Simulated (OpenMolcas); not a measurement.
A run on Cl IV.

```json
{
  "Program": "OpenMolcas 26.06",
  "Method": "XMS-CASPT2, IPEA 0.25 Eh, imaginary shift 0.1 Eh (closed shells correlated: 2s 2p)",
  "Basis": "ANO-R1 [4s3p1d]",
  "Scalar Hamiltonian": "X2C, finite nucleus",
  "Active space": "4 electrons in 4 orbitals (3s 3p)",
  "State averaging": "2S+1 = 3 even, 6 roots; 2S+1 = 1 even, 12 roots; 2S+1 = 5 odd, 1 root; 2S+1 = 3 odd, 9 roots; 2S+1 = 1 odd, 8 roots",
  "Spin-orbit coupling": "RASSI with atomic mean-field integrals over the reference wave functions, term energies averaged over their components"
}
```

First CASPT2 step and the start of its output:

```
&CASPT2
XMultistate=6 1 2 3 4 5 6
Frozen=1 0
IPEA=0.25
Imaginary=0.1
MaxIter=60
WThr=0.0 0.3 0.05
PrWF=0.5
NoMix
```

```
--- CASPT2 ---
Orbital specifications:
      -----------------------

      Symmetry species                           1   2
                                                ag  au
      Frozen orbitals                            1   0
      Inactive orbitals                          1   3
      Active orbitals                            1   3
      Secondary orbitals                         6   3
      Deleted orbitals                           0   0
      Number of basis functions                  9   9
Type of calculation                        XMS-CASPT2
      Fock operator                              state-average
      IPEA shift                                 0.25
      Real shift                                 0.00
      Imaginary shift                            0.10
      The input orbitals will be transformed to quasi-canonical
      The input states will be rotated to diagonalize the Fock operator
Reference energy:        -458.1920972517
      E2 (Non-variational):      -0.0688560682
      Shift correction:          -0.0001684102
      E2 (Variational):          -0.0690244784
      Total energy:            -458.2611217301
      Residual norm:              0.0000000724
      Reference weight:           0.96895
      Contributions to the CASPT2 correlation energy
      Active & Virtual Only:         -0.0606182870
      One Inactive Excited:          -0.0037422251
      Two Inactive Excited:          -0.0044955562
Reference energy:        -458.1920972517
      E2 (Non-variational):      -0.0688537752
      Shift correction:          -0.0001684371
      E2 (Variational):          -0.0690222123
      Total energy:            -458.2611194640
      Residual norm:              0.0000000723
      Reference weight:           0.96895
...
```

Over all roots the printed reference weights run from 0.66 to 0.99, and roots that are degenerate in the reference spread by up to 8800 cm-1.

Problem. Did the run give usable levels, and if not, why?

Solution. No. The equations converged, but the reference weight falls to 0.66 for at least one root against 0.99 for the best. A drop of that size marks an intruder state, so the energies of such roots and the levels built on them can't be trusted.
